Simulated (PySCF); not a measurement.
**UHF on S²⁺ (sulfur, charge +2)**

Configuration: [Ne] 3s2 3p2, high-spin 3P determinant. Calculation: PySCF 2.14, in dyall-acv3z (19s12p6d4f, 113 functions); the spin-free X2C one-electron Hamiltonian (Gaussian nucleus).

```json
{"Total energy": "-397.424299 hartree", "One-electron energy": "-536.6886 hartree", "Hartree (Coulomb) energy": "163.7895 hartree", "Exchange energy": "-24.5252 hartree", "⟨S²⟩": "2.0115", "⟨L²⟩": "2.034", "Sum of ⟨r⟩": "10.50 bohr", "Sum of ⟨r²⟩": "15.04 bohr²", "Traceless quadrupole moment −½Σ⟨3z² − r²⟩ along its main axis": "1.45 e·bohr²", "Langevin diamagnetic susceptibility": "-11.9 ×10⁻⁶ cm³/mol"}
```

```
shell  electrons  mean orbital energy (hartree)  spread (hartree)  rms radius, mean of both spins (bohr)
 1s α          1                      -93.27748                 0                                  0.112
 1s β          1                      -93.25240                 0                                  0.112
 2s α          1                      -10.01229                 0                                  0.515
 2s β          1                       -9.98802                 0                                  0.515
 2p α          3                       -7.64693           0.02363                                  0.491
 2p β          3                       -7.60161           0.02690                                  0.491
 3s α          1                       -1.78799                 0                                   1.71
 3s β          1                       -1.54412                 0                                   1.71
 3p α          2                       -1.27605                 0                                   1.90
```

Densities and radii are taken from the X2C orbitals without a picture-change correction, which distorts them close to the nucleus.

Spin-orbit constants ζ (cm⁻¹) from the X2C one-electron operator on these orbitals: bare nucleus, nucleus screened by l(l+1)(2l+1)/3 electrons, and screened by the Breit-Pauli mean field of the electrons.

| shell | bare | screened nucleus | mean field |
| --- | --- | --- | --- |
| 2p | 7539 | 6597 | 6174 |
| 3p | 620.7 | 543.1 | 501.9 |

To first order the Landé constant is A = 251.0 cm⁻¹, so the lowest level has J = 0 and lies 0.0622 eV below the centre of the term. This holds in LS coupling only.
